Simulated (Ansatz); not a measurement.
Abridged output of a molecular run in Ansatz:

```
Functional definition: HF
1491 factors; integrals over basis functions are off by at most 1.1e-3 eV
mean field evaluation 1: about -12472.6098 eV, gradient 3.5e1 eV
mean field evaluation 2: about -12472.8243 eV, gradient 3.5e1 eV
mean field evaluation 4: about -12476.1103 eV, gradient 3.6e0 eV
mean field evaluation 8: about -12476.1616 eV, gradient 1.4e-1 eV
mean field -12476.16171970 eV, -458.4904865530 hartree, gradient 2.7e-6 eV, S^2 0.000000; 0 other end points of the search recorded, 0 dependent functions left out
9 core orbitals not correlated: weight in the atoms' cores, before any rotation towards them, 1.000 or more for the frozen orbitals, at most 0.000 for the correlated occupied ones
reference -12476.16171970 eV, -458.4904865530 hartree; 14, 14 occupied and 227, 227 virtual orbitals, 1491 factors
second order -22.50868194 eV of doubles, -0.00000000 eV of singles
cycle   1  -22.88151960 eV  change   -3.7e-1 eV  update   9.9e-2
cycle   2  -23.43742337 eV  change   -5.6e-1 eV  update   2.9e-2
cycle   3  -23.55136544 eV  change   -1.1e-1 eV  update   1.4e-2
cycle   4  -23.54264224 eV  change    8.7e-3 eV  update   3.1e-3
cycle   5  -23.54179261 eV  change    8.5e-4 eV  update   1.5e-3
cycle   6  -23.54249587 eV  change   -7.0e-4 eV  update   4.5e-4
cycle   7  -23.54239254 eV  change    1.0e-4 eV  update   2.0e-4
cycle   8  -23.54225896 eV  change    1.3e-4 eV  update   7.5e-5
cycle   9  -23.54224272 eV  change    1.6e-5 eV  update   3.1e-5
perturbative correction -0.89249331 eV, -0.0327985243 hartree
Total energy: -12500.59645573 eV, -459.3884465396 hartree
```

Its atoms:

Z-matrix (Å, degrees):
```
C
C 1 1.468
C 1 1.501 2 62.5
F 1 1.366 2 117.4 3 107.9
H 1 1.085 2 120.8 3 -111.4
H 2 1.083 1 116.3 3 -106.6
H 2 1.084 1 119.0 3 109.2
Al 3 1.932 1 121.8 2 -109.2
H 3 1.087 1 111.4 2 103.1
H 8 1.590 3 117.2 1 32.7
H 8 1.586 3 121.7 1 -148.0
```

Task: Which basis set was used?
A. def2-SVP
B. def2-QZVPP
C. def2-TZVPP
D. cc-pV(Q+d)Z

Result: C. It gives 250 functions.

Task: Write the keys of the input that set method, charge and spin (a neutral closed shell needs none for the last two).

Result: 
```yaml
correlation: {method: ccsd_t}
```
